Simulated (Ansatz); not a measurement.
`OB(Cl)C=S` + HCl → `OB(Cl)Cl` + `C=S` at 400 K and 1 bar (ligand exchange at a B–C bond).

Isolated molecules relaxed with PBE0-D4/def2-TZVP in Ansatz; ΔE leaves out vibrations. CCSD(T)/CBS is the MP2 limit (def2-TZVPP, def2-QZVPP) plus CCSD(T) − MP2 in def2-TZVPP, frozen cores. This one scheme is used for every species. Each species was taken in one conformer, which may not be the lowest.

| species | CCSD(T)/CBS energy (Eh) | H − E (kJ/mol) | S (J/(mol·K)) |
| --- | --- | --- | --- |
| `OB(Cl)C=S` | -996.85380 | 124.6 | 350.4 |
| HCl | -460.38127 | 29.6 | 195.4 |
| `OB(Cl)Cl` | -1020.26564 | 77.9 | 316.2 |
| `C=S` | -436.98974 | 79.4 | 242.5 |

H − E and S are ideal-gas, rigid-rotor, harmonic terms from PBE0-D4/def2-TZVP, for one conformer and one mirror image of each species. 1 Eh = 2625.50 kJ/mol, R = 8.31446 J/(mol·K).

Question: By hand: ΔE, ΔH, ΔS and ΔG.

Answer: ΔE = (-1020.26564) + (-436.98974) − (-996.85380) − (-460.38127) = -0.02031 Eh = -53.3 kJ/mol. Δ(H − E) = 77.9 + 79.4 − 124.6 − 29.6 = 3.1, so ΔH = -50.2 kJ/mol. ΔS = 316.2 + 242.5 − 350.4 − 195.4 = 12.9 J/(mol·K). ΔG = -50.2 − 400 × (12.9)/1000 = -55.4 kJ/mol.

Question: By hand: the equilibrium constant, and the temperature at which ΔG would vanish if ΔH and ΔS stayed fixed.

Answer: log₁₀ K = −ΔG/(RT ln 10) = 7.2. ΔH and −TΔS have one sign here, so there is no such temperature.

The number of gas molecules stays the same, so ΔS is small and ΔH decides. A doubt of 5 kJ/mol in ΔE shifts log₁₀ K by 0.7 here. Other conformers and mirror images would add mixing entropy, several J/(mol·K) or more a flexible species. These are equilibria of isolated gas molecules and say nothing of rates. Largest T1 diagnostic: 0.016 (customary marks: 0.02 for closed shells, 0.045 for open ones).

ΔS is within the doubt of such terms, so its sign, and with it that verdict, could turn.
